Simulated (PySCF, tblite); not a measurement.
Isomers of C5H9ClO3Si, one GFN2-xTB conformer each. Single-point energies are computed at PBE0/pcSseg-1 (PySCF, gas phase, no added dispersion term), electronic only.

**Question.** Rank them by PBE0/pcSseg-1 energy, lowest first (kJ/mol).
A. `[CH3:1][O:2][C:3](=[O:4])[CH2:5][C:6](=[O:7])[SiH2:8][CH2:9][Cl:10]` with C1–O2–C3–O4 0°, O2–C3–C5–C6 142°, C3–C5–C6–O7 -127°, C5–C6–Si8–C9 -105°, C6–Si8–C9–Cl10 -166°
B. `[O:1]=[CH:2][O:3][C@@H:4]1[CH2:5][C@@:6]1([Cl:7])[CH2:8][O:9][SiH3:10]` with O1–C2–O3–C4 2°, C2–O3–C4–C5 155°, C5–C6–C8–O9 32°, C6–C8–O9–Si10 179°

**Answer.** A (0.0), B (29.5).

As drawn, the lower has an Si–C bond, which the higher lacks; the higher has a three-membered ring and an Si–O bond, which the lower lacks. GFN2-xTB itself gives, in the same order: 146.2, 0.0. GFN2-xTB puts O=CO[C@@H]1C[C@@]1(Cl)CO[SiH3] lowest instead.

**Question.** Which frontier levels, dipoles and rotational constants go with these structures?

**Answer.** 
| SMILES | HOMO (eV, PBE0/pcSseg-1) | LUMO (eV) | dipole (D) | A, B, C (MHz) |
| --- | --- | --- | --- | --- |
| COC(=O)CC(=O)[SiH2]CCl | -7.09 | -1.50 | 5.12 | 1414, 519.5, 410.1 |
| O=CO[C@@H]1C[C@@]1(Cl)CO[SiH3] | -7.82 | 0.01 | 2.13 | 1462, 568.2, 499.7 |

**Question.** What happens when harmonic zero-point energies from GFN2-xTB frequencies are added?

**Answer.** 
| SMILES | ZPE (kJ/mol) | electronic (kJ/mol) | with ZPE (kJ/mol) |
| --- | --- | --- | --- |
| COC(=O)CC(=O)[SiH2]CCl | 343.6 | 0.0 | 0.0 |
| O=CO[C@@H]1C[C@@]1(Cl)CO[SiH3] | 341.3 | 29.5 | 27.2 |

The zero-point energies span 2.3 kJ/mol. The order is unchanged.
